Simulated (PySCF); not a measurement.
In(Vi)2(OH), C₄H₇InO, SMILES C=[CH][In]([OH])[CH]=C, singlet, CAM-B3LYP/def2-SVP optimised geometry.

```
13

In    -0.77     0.90     0.00
C      1.36     0.90     0.00
C      2.11    -0.18    -0.24
H      1.88     1.84     0.19
H      3.21    -0.14    -0.25
H      1.68    -1.17    -0.45
C     -2.15    -0.74     0.01
C     -1.81    -1.99     0.30
H     -3.21    -0.55    -0.23
H     -2.54    -2.81     0.31
H     -0.78    -2.28     0.56
O     -1.51     2.75     0.00
H     -2.47     2.81     0.01
```

Density from PySCF 2.14.0 with CAM-B3LYP/def2-TZVP, def2 effective core potentials past Kr at that geometry. The core electrons that the potentials of In replace are not part of the density.

Minimum of the electron density along straight lines between bonded atoms, close to the bond critical point (lines longer than 1.1 times the sum of covalent radii, or with two minima, are not listed):

| bond | length / Å | ρ at the minimum / e bohr⁻³ | ∇²ρ there / e bohr⁻⁵ | position (fraction from the first atom) |
|---|---|---|---|---|
| In1–C2 | 2.131 | 0.104 | 0.17 | 0.51 |
| C2–C3 | 1.336 | 0.351 | -1.07 | 0.49 |
| C2–H4 | 1.096 | 0.277 | -0.96 | 0.65 |
| C3–H5 | 1.097 | 0.278 | -0.97 | 0.65 |
| C3–H6 | 1.096 | 0.279 | -0.98 | 0.65 |
| In1–C7 | 2.141 | 0.102 | 0.17 | 0.51 |
| C7–C8 | 1.336 | 0.351 | -1.07 | 0.49 |
| C7–H9 | 1.097 | 0.276 | -0.95 | 0.65 |
| C8–H10 | 1.097 | 0.278 | -0.97 | 0.65 |
| C8–H11 | 1.096 | 0.279 | -0.98 | 0.65 |
| In1–O12 | 2.001 | 0.109 | 0.49 | 0.52 |
| O12–H13 | 0.964 | 0.355 | [?] | 0.80 |

**Question.** Complete the blanks.

**Answer.** 
- O12–H13, ∇²ρ there / e bohr⁻⁵: -2.32
